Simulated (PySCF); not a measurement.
Excitation energy of F⁺ by level of theory

F⁺ [He] 2s2 2p4 (3P) → F⁺ [He] 2s1 2p4 3s1 (5P), as a difference of total energies. All numbers are calculated (PySCF 2.14, no relativity, point nucleus, in aug-cc-pVTZ with one added diffuse shell each of s, p, d, f type (6s5p4d3f, 62 functions)). Correlated levels: valence: 1s2 frozen. The calculations carry no spin-orbit coupling.

```
           method  excitation energy (eV)
              UHF                  39.533
    MP2 (valence)                  40.479
SCS-MP2 (valence)                  40.641
   CCSD (valence)                  40.382
CCSD(T) (valence)                  40.160
```

Task: How much does correlation contribute at CCSD(T) (valence)?

Result: 40.160 − (39.533) = 0.627 eV, measured against UHF.

The upper state lies above the first ionisation limit, where it may autoionise and the basis confines it. A Rydberg-like electron needs more diffuse functions than a valence basis has.

The promoted electron is Rydberg-like, and one or two diffuse shells describe it only roughly, which tends to raise the upper state.

The coupled-cluster amplitudes are large for the upper state (T1 above 0.03 or a double amplitude above 0.15), so a single reference is strained.
